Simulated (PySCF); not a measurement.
PySCF input file for 1,1-dichloro-1-fluoropropane (C3H5Cl2F), SMILES CCC(F)(Cl)Cl, PBE/pcSseg-1. Coordinates come from a ωB97X-D3(BJ)/def2-SVP optimisation. Other conformers were not sampled.

```python
import numpy as np
from pyscf import gto, scf, dft
from pyscf.prop.nmr import rks as nmr

mol = gto.M(
    atom='''
    C    -2.43165046    0.15166969    0.14130450
    C    -1.11513628    0.90665086   -0.01080104
    C     0.08092268   -0.00862680   -0.21812064
    F    -0.11432499   -0.79039037   -1.30179901
    Cl    1.55415661    0.94814587   -0.49225722
    Cl    0.33844059   -1.07641948    1.18217338
    H    -2.41976831   -0.48981024    1.03457734
    H    -2.62135502   -0.48264135   -0.73708420
    H    -3.26421237    0.86401717    0.23817473
    H    -0.90263307    1.53398138    0.86736720
    H    -1.14207450    1.57045493   -0.88971549
    ''',
    basis='pcSseg-1',
    charge=0,
    spin=0,
    max_memory=1600,
    verbose=3,
)
mf = dft.RKS(mol, xc='pbe')
mf.grids.level = 3
mf.conv_tol = 1e-10
mf.max_cycle = 100
mf.kernel()
n = nmr.NMR(mf)
n.verbose = 2
n.max_cycle_cphf = 60
sigma = n.kernel()
print('atom   isotropic/ppm   span/ppm')
for i, s in enumerate(sigma):
    w = np.linalg.eigvalsh((s + s.T) / 2)
    print(f'{mol.atom_symbol(i):2s}{i + 1:3d} {w.mean():14.3f} {w[2] - w[0]:11.3f}')
```

Program output:

```
converged SCF energy = -1136.89280144937
atom   isotropic/ppm   span/ppm
C   1        168.555      24.567
C   2        130.317      50.361
C   3         36.629      16.149
F   4        217.518     160.571
Cl  5        482.086     803.666
Cl  6        532.149     762.117
H   7         29.801       9.484
H   8         30.006      10.023
H   9         30.220      11.646
H  10         29.043       7.320
H  11         28.833       8.640
```

The run converged.

Cost: around 40 core-seconds (rough).
